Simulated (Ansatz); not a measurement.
Program: Ansatz. Geometries: PBE0-D4/def2-TZVP. ΔE: electronic, gas phase. CCSD(T)/CBS adds triple-zeta CCSD(T) − MP2 to the extrapolated MP2 energy (def2 sets, frozen cores). This one scheme is used for every species, atoms too. Functionals use def2-TZVPP. B3LYP here is the variant with VWN-RPA as its local correlation; programs differ in this. HSE06 is defined as in plane-wave codes. Open shells (•) are unrestricted, without spin–orbit coupling. Spin–orbit coupling would lower the free atoms: clearly for Ga. Bonds to As, Ga are less sure, by a few kJ/mol each and by 10 to 20 or more in all where they break to atoms, as the def2 sets lack core-valence functions. Scalar relativity is left out up to krypton.

`[GaH2][AsH2]` → As• + Ga• + 4 H•  (atomization)

| level | ΔE (kcal/mol) | difference from CCSD(T)/CBS |
| --- | --- | --- |
| LDA (SPW92) | 366.2 | 43.4 |
| PBE-D4 | 317.9 | -4.9 |
| revPBE-D4 | 311.7 | -11.1 |
| BLYP-D4 | 318.3 | -4.5 |
| r2SCAN-D4 | 323.1 | 0.3 |
| B97M-V | 327.9 | 5.1 |
| PBE0-D4 | 316.0 | -6.8 |
| B3LYP-D4 | 321.7 | -1.1 |
| r2SCANh-D4 | 321.6 | -1.2 |
| HSE06-D4 | 315.7 | -7.1 |
| BHLYP-D4 | 317.0 | -5.8 |
| CAM-B3LYP-D4 | 323.0 | 0.2 |
| ωB97X-V | 327.7 | 4.9 |
| ωB97M-V | 319.7 | -3.1 |
| B2PLYP | 316.3 | -6.5 |
| PBE-QIDH | 315.9 | -6.9 |
| PBE | 315.4 | -7.4 |
| revPBE | 305.2 | -17.6 |
| BLYP | 312.9 | -9.9 |
| PBE0 | 313.8 | -9.0 |
| r2SCANh | 321.0 | -1.8 |
| r2SCAN0 | 318.8 | -4.0 |
| HSE06 | 313.7 | -9.1 |
| BHLYP | 313.2 | -9.6 |
| CAM-B3LYP | 320.8 | -2.0 |
| LC-ωPBE | 315.3 | -7.5 |
| HF/def2-SVP | 221.9 | -100.9 |
| MP2/def2-SVP | 289.7 | -33.1 |
| CCSD/def2-SVP | 294.1 | -28.7 |
| CCSD(T)/def2-SVP | 297.0 | -25.8 |
| HF/def2-TZVPP | 222.1 | -100.7 |
| SCS-MP2/def2-TZVPP | 313.8 | -9.0 |
| CCSD/def2-TZVPP | 313.4 | -9.4 |
| CCSD(T)/def2-TZVPP | 317.1 | -5.7 |
| HF/def2-QZVPP | 222.2 | -100.6 |
| MP2/def2-QZVPP | 311.6 | -11.2 |
| SCS-MP2/def2-QZVPP | 318.4 | -4.4 |
| HF/CBS(def2) | 222.2 | -100.6 |
| MP2/CBS(def2) | 314.0 | -8.8 |
| CCSD/CBS(def2) | 319.0 | -3.8 |
| CCSD(T)/CBS | 322.8 | 0 |

Largest T1 diagnostic among the species: 0.013.

In def2-TZVPP, CCSD(T) changes the Hartree–Fock value by +95.0 kcal/mol (the triples alone add +3.7 kcal/mol) and MP2 by +86.3 kcal/mol; breaking electron pairs costs correlation energy, which Hartree–Fock lacks. From r2SCAN to r2SCAN0 (25 % exact exchange), in def2-TZVPP and without D4, ΔE moves by −3.8 kcal/mol: exact exchange takes away binding that semilocal exchange gives to molecules. At CCSD(T), def2-SVP lies −25.8 kcal/mol from the extrapolated value and def2-TZVPP −5.7 kcal/mol: correlation converges slowly with the basis, and small sets miss more of it in the bonded molecule than in its fragments.

For atomizations the MP2-based limit and the directly extrapolated one differ by several kJ/mol either way, and by 10 to 25 for some Ge, Se and Sn compounds, so smaller differences from it don't rank the levels.
